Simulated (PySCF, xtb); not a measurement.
SiCl2I2, SMILES Cl[Si](Cl)(I)I.

Harmonic wavenumbers (cm⁻¹) from GFN2-xTB in xtb at its own minimum, in rising order: 72, 92, 132, 133, 137, 284, 449, 517, 540.

Q: What does PBE0-D3(BJ)/def2-SVP in PySCF give at its own minimum? (Estimate from the structure and the level; the computed values follow.)

A: 80, 106, 146, 155, 157, 278, 444, 562, 614. Paired by order, the mean absolute difference is 23 cm⁻¹ and the zero-point energies are 3.4 and 3.6 kcal/mol.
